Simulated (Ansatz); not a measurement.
Ansatz (a first-principles code) input (B3LYP-D3(BJ)/def2-TZVP):

Ansatz 0.2 input:
```yaml
crystal:
  periodic: [false, false, false]
  atoms:
    - {symbol: Si, position_ang: [0.01034675, -0.04657821, 0.36303667]}
    - {symbol: C, position_ang: [1.76458383, -0.42130148, -0.25542413]}
    - {symbol: C, position_ang: [-1.26973392, -1.28819777, -0.28484855]}
    - {symbol: C, position_ang: [-0.50121015, 1.75259932, 0.04389679]}
    - {symbol: Br, position_ang: [0.06225351, -0.30263851, 2.60567956]}
    - {symbol: H, position_ang: [2.49293757, 0.24555028, 0.19849654]}
    - {symbol: H, position_ang: [2.05876333, -1.43917943, -0.01300132]}
    - {symbol: H, position_ang: [1.83510374, -0.30394675, -1.33259379]}
    - {symbol: H, position_ang: [-0.99083806, -2.30857271, -0.03529332]}
    - {symbol: H, position_ang: [-1.36585397, -1.22636821, -1.36477259]}
    - {symbol: H, position_ang: [-2.25062401, -1.10361251, 0.14528932]}
    - {symbol: H, position_ang: [-0.56085309, 1.96131099, -1.02010074]}
    - {symbol: H, position_ang: [0.21207181, 2.44824148, 0.47797432]}
    - {symbol: H, position_ang: [-1.47365509, 1.96887535, 0.47843090]}
basis:
  gaussian:
    orbitals: def2-TZVP
hamiltonian:
  xc: b3lyp
  dispersion: d3bj
relax: {f_tol: 0.002, max_steps: 150}
```

End of the output:

```
1610 factors; their error is unknown
mean field: 1.73 GiB planned
mean field -81187.57684635 eV, -2983.5884181874 hartree, gradient 2.1e-5 eV, S^2 0.000000; 0 other end points of the search recorded, 0 dependent functions left out
the calculation of the forces begins
reference -81187.57714972 eV, -2983.5884293357 hartree; 38, 38 occupied and 194, 194 virtual orbitals, 1610 factors
relax step   4: F+E_penalty+E_count = -81188.20630959 eV  Δ(F+E_penalty+E_count) = -7.393e-5 eV  max|allowed force component| = 9.524e-2 eV/Å  Δτ_max = 0.0107 Å  (30 SCF iters, accepted)
these checks for a lower state are left out or cut short: starts, cluster_reference, orbital_swaps, neighbouring_geometries, increment
integrals: 0.20 GiB planned
1610 factors; their error is unknown
mean field: 1.73 GiB planned
mean field -81187.57652448 eV, -2983.5884063587 hartree, gradient 2.1e-5 eV, S^2 0.000000; 0 other end points of the search recorded, 0 dependent functions left out
the calculation of the forces begins
reference -81187.57682786 eV, -2983.5884175078 hartree; 38, 38 occupied and 194, 194 virtual orbitals, 1610 factors
relax step   5: F+E_penalty+E_count = -81188.20669024 eV  Δ(F+E_penalty+E_count) = -3.806e-4 eV  max|allowed force component| = 8.752e-3 eV/Å  Δτ_max = 0.0067 Å  (31 SCF iters, accepted)
these checks for a lower state are left out or cut short: starts, cluster_reference, orbital_swaps, neighbouring_geometries, increment
integrals: 0.20 GiB planned
1610 factors; their error is unknown
mean field: 1.73 GiB planned
mean field -81187.57654219 eV, -2983.5884070095 hartree, gradient 2.1e-5 eV, S^2 0.000000; 0 other end points of the search recorded, 0 dependent functions left out
the calculation of the forces begins
reference -81187.57684556 eV, -2983.5884181582 hartree; 38, 38 occupied and 194, 194 virtual orbitals, 1610 factors
relax step   6: F+E_penalty+E_count = -81188.20670096 eV  Δ(F+E_penalty+E_count) = -1.072e-5 eV  max|allowed force component| = 4.290e-4 eV/Å  Δτ_max = 0.0024 Å  (31 SCF iters, accepted)
integrals: 0.20 GiB planned
1610 factors; their error is unknown
mean field: 1.73 GiB planned
mean field evaluation 64: about -81187.1481 eV, gradient 5.8e0 eV
mean field -81187.57654219 eV, -2983.5884070095 hartree, gradient 2.1e-5 eV, S^2 0.000000; 1 other end points of the search recorded, 0 dependent functions left out
the calculation of the forces begins
reference -81187.57684556 eV, -2983.5884181582 hartree; 38, 38 occupied and 194, 194 virtual orbitals, 1610 factors
Total energy: -81188.20700433 eV, -2983.6115760659 hartree
Atom 0 at     0.010837    -0.049260     0.387790 Å, force    -0.000017     0.000022     0.000006 eV/Å
Atom 1 at     1.726081    -0.412685    -0.252967 Å, force    -0.000346     0.000062     0.000366 eV/Å
Atom 2 at    -1.242532    -1.260447    -0.280646 Å, force     0.000244     0.000176     0.000366 eV/Å
Atom 3 at    -0.490134     1.716001     0.044875 Å, force     0.000044    -0.000227     0.000429 eV/Å
Atom 4 at     0.063990    -0.308803     2.637320 Å, force     0.000020    -0.000049     0.000071 eV/Å
Atom 5 at     2.458614     0.269909     0.180273 Å, force     0.000054     0.000194    -0.000219 eV/Å
Atom 6 at     2.027160    -1.432583    -0.009249 Å, force     0.000085    -0.000080     0.000091 eV/Å
Atom 7 at     1.754344    -0.298816    -1.340132 Å, force     0.000104    -0.000191    -0.000368 eV/Å
Atom 8 at    -0.964597    -2.286615    -0.035770 Å, force     0.000010    -0.000084    -0.000004 eV/Å
Atom 9 at    -1.306764    -1.174419    -1.368840 Å, force    -0.000089    -0.000130    -0.000344 eV/Å
Atom 10 at    -2.232703    -1.068742     0.135340 Å, force    -0.000109     0.000081    -0.000086 eV/Å
Atom 11 at    -0.532053     1.893229    -1.033331 Å, force     0.000059     0.000267    -0.000309 eV/Å
Atom 12 at     0.224846     2.417099     0.477890 Å, force     0.000041     0.000010     0.000104 eV/Å
Atom 13 at    -1.473797     1.932313     0.464219 Å, force    -0.000099    -0.000052    -0.000104 eV/Å
Dipole moment:    -0.012003     0.058616    -0.507999 e Å
```
